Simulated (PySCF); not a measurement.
PySCF job for SeFBr, SMILES F[Se]Br, ωB97X-D3(BJ)/def2-TZVP. The structure is a stationary point at ωB97X-D3(BJ)/def2-TZVP.

```python
import numpy as np
from pyscf import gto, scf, dft, df
from pyscf.hessian import thermo

mol = gto.M(
    atom='''
    Se    0.41339479    0.92203337    0.00000000
    F    -1.21165289    1.56333770    0.00000000
    Br   -0.09001562   -1.29769068    0.00000000
    ''',
    basis='def2-TZVP',
    charge=0,
    spin=0,
    max_memory=1600,
    verbose=3,
)
mf = dft.RKS(mol, xc='wb97x-d3bj').density_fit(auxbasis='def2-universal-jkfit')
mf.grids.level = 3
mf.conv_tol = 1e-11
mf.max_cycle = 100
mf.kernel()

# [left out here: the lines that compute and print the analytic Hessian (its translational invariance restored by hand, since the grid's response is missing), thermochemistry and intensities]
```

Log of the run:

```
converged SCF energy = -5075.42912265311

WARN: DFTD3 does not support analytical Hessian, using finite difference


WARN: Mole.unit (angstrom) is changed to Bohr

Mode                                 0                   1                   2
Irrep
Freq [cm^-1]                      192.2478            337.3769            687.6414
Reduced mass [au]                  24.4220             76.7490             22.2503
Force const [Dyne/A]                0.5318              5.1470              6.1988
Char temp [K]                     276.6018            485.4102            989.3628
Normal mode                   x     y     z       x     y     z       x     y     z
       0  Se                 0.04  0.01  0.00   -0.02 -0.08 -0.00    0.05 -0.02 -0.00
       1   F                -0.04 -0.19  0.00    0.01  0.02 -0.00   -0.19  0.08 -0.00
       2  Br                -0.03  0.04  0.00    0.02  0.07 -0.00   -0.00 -0.00 -0.00
temperature 298.1500 [K]
pressure 101325.00 [Pa]
Rotational constants [GHz] 12.04909 2.03635 1.74196
Symmetry number 1
Zero-point energy (ZPE) 0.00277 [Eh]   7280.868 [J/mol]
                           tot       elec      trans        rot        vib
Entropy [J/mol/K]       299.611      0.000    173.363    110.551     15.697
Cv [J/mol/K]             42.953      0.000     12.472     12.472     18.010
Cp [J/mol/K]             51.268      0.000     20.786     12.472     18.010
Internal energy [J/mol]                      3718.434   3718.434  10080.108
Internal energy [Eh]   -5075.42245  -5075.42912
Enthalpy [J/mol]                             6197.391   3718.434  10080.108
Enthalpy [Eh]          -5075.42151
Gibbs free energy [J/mol]                  -45490.652 -29242.382   5400.092
Gibbs free energy [Eh] -5075.45553
mode   freq/cm-1   IR/(km/mol)
   1      192.25         2.112
   2      337.38        18.943
   3      687.64        85.718
max |gradient| / (hartree/bohr): 8.782308889901516e-05
APT charges: [ 0.762  -0.5097 -0.2523]
```

The calculation finished and met its thresholds.

Cost: very roughly 3 core-minutes.
